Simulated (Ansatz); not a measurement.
`BN(B)CC`, charge 0, multiplicity 1.

Give a relaxed structure at PBE0-D4/def2-TZVP (Ansatz). (Best estimate.)

Computed: 
Cartesian coordinates in Å:
```
B 1.549 0.587 -0.774
N 0.681 0.078 0.225
B 1.108 -0.941 1.115
C -0.691 0.592 0.320
C -1.648 -0.196 -0.551
H 1.153 1.452 -1.504
H 2.654 0.148 -0.864
H 0.348 -1.343 1.949
H 2.216 -1.373 1.016
H -1.008 0.545 1.365
H -0.690 1.643 0.023
H -1.665 -1.247 -0.253
H -2.662 0.200 -0.467
H -1.346 -0.145 -1.600
```
Point group Cs.
This is one stationary point; other conformers may exist.
